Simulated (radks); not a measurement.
The numbers below are computed, except where a source is named.
Question: Dy II, 65 electrons, occupied as [Xe] 4f10 5f1 (not the ground configuration). Code: a radial shooting solver on a logarithmic mesh with Libxc functionals. Model: Dirac Kohn-Sham, BLYP, spin-unpolarised, spherical densities, finite nucleus; open shells are shared between the two j in proportion to 2j + 1; Fermi nuclear charge, rms radius 5.2218 fm. Some entries of the table are withheld. Estimate them.

orbital      occ.  eigenvalue (hartree)  <r^2> (bohr^2)
1s1/2           2             -1970.032       0.0006095
2s1/2           2             -328.2131        0.009461
2p1/2           2             -312.2169             (1)
2p3/2           4             -282.7992             (2)
3s1/2           2             -73.34063         0.06277
3p1/2           2                   (3)             (4)
3p3/2           4                   (5)             (6)
3d3/2           4             -48.21933         0.05170
3d5/2           6             -46.88522         0.05364
4s1/2           2             -14.80314          0.3173
4p1/2           2                   (7)          0.3326
4p3/2           4                   (8)          0.3712
4d3/2           4              -6.13868          0.4234
4d5/2           6              -5.89139          0.4388
5s1/2           2              -2.17935           1.906
5p1/2           2              -1.43692           2.448
5p3/2           4              -1.26305           2.809
4f5/2     4.28571              -0.51259           1.005
4f7/2     5.71429              -0.48022           1.056
5f5/2    0.428571              -0.08625           85.19
5f7/2    0.571429              -0.08617           85.38

Answer: 
(1) 2p1/2 <r^2> (bohr^2): 0.006845
(2) 2p3/2 <r^2> (bohr^2): 0.008071
(3) 3p1/2 eigenvalue (hartree): -66.35373
(4) 3p1/2 <r^2> (bohr^2): 0.05827
(5) 3p3/2 eigenvalue (hartree): -60.24524
(6) 3p3/2 <r^2> (bohr^2): 0.06522
(7) 4p1/2 eigenvalue (hartree): -12.04658
(8) 4p3/2 eigenvalue (hartree): -10.68035
